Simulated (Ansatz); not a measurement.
Reaction (formal exchange of groups at the Si–F bond): `F[SiH2]I` + `CCC(=N)N` → `CC[SiH2]I` + `N=C(N)F`

Computed with Ansatz on PBE0-D4/def2-TZVP structures; ΔE is electronic, products minus reactants. CCSD(T)/CBS is the MP2 limit (def2-TZVPP, def2-QZVPP) plus CCSD(T) − MP2 in def2-TZVPP, frozen cores. Functionals use def2-TZVPP. B3LYP here is the variant with VWN-RPA as its local correlation; programs differ in this. def2 core potentials past Kr. For I outer-core shells are correlated without core-valence functions, which leaves a few kJ/mol of doubt a bond. Each species was taken in one conformer, which may not be the lowest.

`F[SiH2]I`:

Z-matrix (Å, degrees):
```
Si
F 1 1.592
I 1 2.422 2 109.3
H 1 1.476 2 108.3 3 -118.6
H 1 1.477 2 108.3 3 118.6
```

`CCC(=N)N`:

Z-matrix (Å, degrees):
```
C
C 1 1.525
H 1 1.092 2 110.7
H 1 1.092 2 110.8 3 119.9
H 1 1.091 2 111.4 3 -119.7
C 2 1.508 1 112.6 3 59.2
H 2 1.092 1 110.2 3 -61.6
H 2 1.096 1 109.7 3 -178.8
N 6 1.372 2 114.4 1 70.2
N 6 1.274 2 126.1 1 -106.0
H 9 1.005 6 118.3 2 28.4
H 9 1.007 6 115.1 2 171.6
H 10 1.015 6 110.4 2 -0.0
```

`CC[SiH2]I`:

```xyz
11

C    -0.831   -1.118    0.538
C     0.490   -0.394    0.281
Si    0.248    1.204   -0.655
I     2.405    2.301   -1.032
H    -1.517   -0.505    1.129
H    -1.338   -1.372   -0.396
H    -0.669   -2.048    1.087
H     1.176   -1.024   -0.293
H     0.999   -0.163    1.222
H    -0.362    0.964   -1.988
H    -0.602    2.154    0.106
```

`N=C(N)F`:

Cartesian coordinates in Å:
```
N 0.366 1.342 0.027
C -0.104 0.206 -0.206
N -0.049 -0.868 0.620
F -0.788 -0.114 -1.325
H 0.142 1.999 -0.711
H 0.591 -0.788 1.390
H -0.159 -1.777 0.206
```

(1) Is it downhill or uphill in electronic energy at CCSD(T)/CBS, and by how much? (Best estimate.)

(2) What do these levels give: PBE-D4, PBE, r2SCAN, B3LYP, CCSD/def2-TZVPP, HF/CBS(def2)? (Estimate.)

Largest T1 diagnostic among the species: 0.013.

Answers

(1) Computed: Uphill: ΔE = +147.2 kJ/mol.

(2) Ansatz gave: PBE-D4 122.0, PBE 121.5, r2SCAN 129.7, B3LYP 135.1, CCSD/def2-TZVPP 142.9, HF/CBS(def2) 147.5 kJ/mol.

From PBE to PBE0 (25 % exact exchange), in def2-TZVPP and without D4, ΔE moves by +4.3 kJ/mol.
